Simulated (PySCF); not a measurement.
Sb(Cl)(SiH3)2 (ClH₆SbSi₂), SMILES [SiH3][Sb]([SiH3])[Cl].

The structure is a stationary point at B3LYP-D3(BJ)/def2-SVP. The structure was generated by enumeration; whether it is a known compound was not checked. The def2 effective core potentials stand for the cores of Sb; spin–orbit coupling is left out.

The numbers are results of ωB97X/def2-TZVP run with PySCF, not measurements.

Gas-phase values at a fixed geometry.

total energy: -1283.15132 hartree
point group: Cs
highest occupied level: -9.29 eV
lowest empty level: -0.18 eV
orbital gap: 9.11 eV
dipole moment: 2.75 D
quadrupole, principal values (traceless, Buckingham form, about the centre of nuclear charge): -4.91, 1.60, 3.31 D·Å
mean static polarisability: 115.4 bohr³ (17.09 Å³)
polarisability, principal values: 102.0, 116.0, 128.1 bohr³
